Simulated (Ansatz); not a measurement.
`[NH]=[Ta]([NH2])([NH2])[Cl]`. Charge 0, multiplicity 1. Ta: def2 effective core potential.

Cartesian coordinates in Å:
```
N 0.9482 -0.0667 1.5876
Ta -0.0128 0.4382 0.2006
N -1.6203 -0.7140 0.2204
N 1.1225 0.1000 -1.3834
Cl -0.6466 2.6888 0.2590
H 1.4833 -0.2176 2.4261
H -1.8232 -1.4253 0.9050
H -2.3174 -0.7289 -0.5115
H 2.0585 -0.2733 -1.3648
H 0.8079 0.1986 -2.3390
```

Problem. What are the harmonic wavenumbers in cm⁻¹ at PBE0-D4/def2-TZVP (Ansatz, finite differences of forces, unscaled)? (An estimate is asked.)

Solution. Computed: 135, 136, 183, 204, 227, 290, 365, 417, 473, 497, 536, 543, 578, 609, 677, 683, 1002, 1548, 1552, 3572, 3574, 3676, 3676, 3683.

Problem. Is this a minimum?

Solution. Yes, all 24 modes are real.

Problem. Give the ideal-gas thermochemistry at 298.15 K and 1 bar (rigid rotor, harmonic oscillator; point group Cs, symmetry number 1).

Solution. Zero-point energy 172.5 kJ/mol; H(298) − E = 197.0 kJ/mol; entropy 377.8 J/(mol·K), of which translation 178.4, rotation 116.9, vibration 82.5; G(298) − E = 84.3 kJ/mol.
